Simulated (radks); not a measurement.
All-electron atom: Pb II in [Xe] 4f14 5d(3/2: 3, 5/2: 6) 6s2 6p(1/2: 2, 3/2: 0) (not the ground configuration).

Calculated with a radial shooting solver on a logarithmic mesh with Libxc functionals: Dirac Kohn-Sham, PBE, spin-unpolarised, spherical densities, finite nucleus; Fermi nuclear charge, rms radius 5.5012 fm.

Energy parts (eV):
total: -569308.17
kinetic: 662004.13
electron-nucleus: -1439349.27
Hartree: 218639.29
exchange-correlation: -10602.33

Orbitals (lengths in bohr, moments of r in powers of bohr; <r^-3> diverges for s and p1/2; r(max) is where P^2 peaks; r(90%) holds 90 % of the orbital's charge):
orbital,occ.,eigenvalue (eV),<r^-3>,r(max),r(90%),<r>
1s1/2,2,-87930.44,-,0.009845,0.0294,0.01606
2s1/2,2,-15725.82,-,0.05739,0.105,0.06692
2p1/2,2,-15109.27,-,0.04198,0.0918,0.05488
2p3/2,4,-12920.02,23390,0.04970,0.104,0.06380
3s1/2,2,-3784.582,-,0.1615,0.256,0.1740
3p1/2,2,-3504.765,-,0.1504,0.248,0.1644
3p3/2,4,-3016.307,5523,0.1660,0.270,0.1807
3d3/2,4,-2553.848,969.3,0.1289,0.244,0.1570
3d5/2,6,-2449.886,791.2,0.1331,0.251,0.1619
4s1/2,2,-866.8480,-,0.3629,0.551,0.3842
4p1/2,2,-745.4334,-,0.3603,0.559,0.3853
4p3/2,4,-625.8657,1358,0.3919,0.608,0.4198
4d3/2,4,-427.4803,216.3,0.3832,0.632,0.4245
4d5/2,6,-405.1588,172.4,0.3927,0.648,0.4356
4f5/2,6,-148.3569,37.90,0.3476,0.715,0.4506
4f7/2,8,-143.3223,35.91,0.3521,0.725,0.4568
5s1/2,2,-156.2772,-,0.7895,1.21,0.8524
5p1/2,2,-114.6727,-,0.8272,1.31,0.9093
5p3/2,4,-92.0894,253.0,0.9033,1.44,0.9988
5d3/2,3,-34.1804,27.07,1.046,1.88,1.247
5d5/2,6,-31.4598,21.01,1.077,1.95,1.291
6s1/2,2,-20.8387,-,1.909,3.17,2.183
6p1/2,2,-12.3623,-,2.238,3.92,2.649
6p3/2,0,-10.2491,22.83,2.508,4.41,2.974

The highest occupied level is 6p1/2 at -12.362 eV. The density falls to 0.001 e/bohr^3 at r = 4.26 bohr.
